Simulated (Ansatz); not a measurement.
Basis-set extrapolation for CHBClFO, SMILES `FC1OB1Cl` (PBE0-D4/def2-TZVP geometry, frozen core, Ansatz 0.2.0). Multiplicity 1, RHF reference.

```csv
,def2-TZVPP,def2-QZVPP
HF,-697.073505,-697.096596
MP2 correlation,-0.918189,-0.996670
CCSD(T) correlation,-0.977767,not run
```

Energies in hartree. Use E(X) = E(∞) + A·exp(−7.88·√X) for Hartree–Fock and E(X) = E(∞) + B·X^(−2.97) for correlation, with X = 3 and 4, and add CCSD(T) minus MP2 of the smaller set to the MP2 limit.

Q: What is the CCSD(T) energy at the basis-set limit?

A: HF limit: -697.096596 + (-0.023091) × 0.13774 = -697.09978. MP2 limit: -0.996670 + (-0.078481) × 0.74074 = -1.05480. Higher-order term: -0.977767 − (-0.918189) = -0.05958. Total: -698.21416 hartree, 102.2 kcal/mol below CCSD(T)/def2-TZVPP.
